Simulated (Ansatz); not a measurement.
H6O2SiSn (`O[SiH2][O][SnH3]`), relaxed with RKS PBE0-D4/def2-TZVP in the Gaussian-basis code of Ansatz from a PBE-D4/def2-SVP geometry. The force threshold is 0.005 eV/Å; the program also tests the step.

The species carries charge 0 and has multiplicity 1. Sn takes the def2 core potential.

Start:

```xyz
10

O     0.433    1.489   -1.176
Si    0.040    1.415    0.466
O    -0.656   -0.049    0.847
Sn   -0.065   -1.812    0.041
H    -0.333    1.564   -1.772
H    -0.949    2.484    0.845
H     1.361    1.617    1.150
H    -0.768   -1.910   -1.534
H    -0.725   -2.971    1.131
H     1.662   -1.828    0.001
```

```json
{"step": "1", "energy (eV)": "-17897.7913", "largest force (eV/Å)": "0.985", "largest move (Å)": "0.000"}
{"step": "2", "energy (eV)": "-17897.8655", "largest force (eV/Å)": "0.662", "largest move (Å)": "0.062"}
{"step": "3", "energy (eV)": "-17897.8891", "largest force (eV/Å)": "0.134", "largest move (Å)": "0.025"}
{"step": "4", "energy (eV)": "-17897.8966", "largest force (eV/Å)": "0.140", "largest move (Å)": "0.135"}
{"step": "5", "energy (eV)": "-17897.8967", "largest force (eV/Å)": "0.235", "largest move (Å)": "0.068"}
{"step": "6", "energy (eV)": "-17897.8996", "largest force (eV/Å)": "0.012", "largest move (Å)": "0.049"}
{"step": "7", "energy (eV)": "-17897.8999", "largest force (eV/Å)": "0.018", "largest move (Å)": "0.018"}
{"step": "8", "energy (eV)": "-17897.9000", "largest force (eV/Å)": "0.028", "largest move (Å)": "0.032"}
{"step": "9 (rejected)", "energy (eV)": "-17897.9000", "largest force (eV/Å)": "0.044", "largest move (Å)": "0.027"}
{"step": "10", "energy (eV)": "-17897.9002", "largest force (eV/Å)": "0.019", "largest move (Å)": "0.013"}
{"step": "11", "energy (eV)": "-17897.9003", "largest force (eV/Å)": "0.014", "largest move (Å)": "0.018"}
{"step": "12", "energy (eV)": "-17897.9003", "largest force (eV/Å)": "0.015", "largest move (Å)": "0.017"}
{"step": "13", "energy (eV)": "-17897.9003", "largest force (eV/Å)": "0.013", "largest move (Å)": "0.005"}
{"step": "14", "energy (eV)": "-17897.9003", "largest force (eV/Å)": "0.008", "largest move (Å)": "0.002"}
{"step": "15", "energy (eV)": "-17897.9003", "largest force (eV/Å)": "0.007", "largest move (Å)": "0.003"}
{"step": "16", "energy (eV)": "-17897.9003", "largest force (eV/Å)": "0.008", "largest move (Å)": "0.001"}
{"step": "17", "energy (eV)": "-17897.9003", "largest force (eV/Å)": "0.002", "largest move (Å)": "0.004"}
```

End:

```xyz
10

O     0.369    1.713   -1.188
Si    0.042    1.393    0.396
O    -0.613   -0.073    0.619
Sn   -0.056   -1.882    0.077
H    -0.374    1.901   -1.761
H    -0.924    2.387    0.933
H     1.366    1.498    1.058
H    -0.675   -2.121   -1.492
H    -0.782   -2.896    1.232
H     1.647   -1.920    0.127
```

Hardware: 4 threads of an Arm Neoverse V1 on a shared host. Wall time 55 s, peak host memory 0.48 GiB.
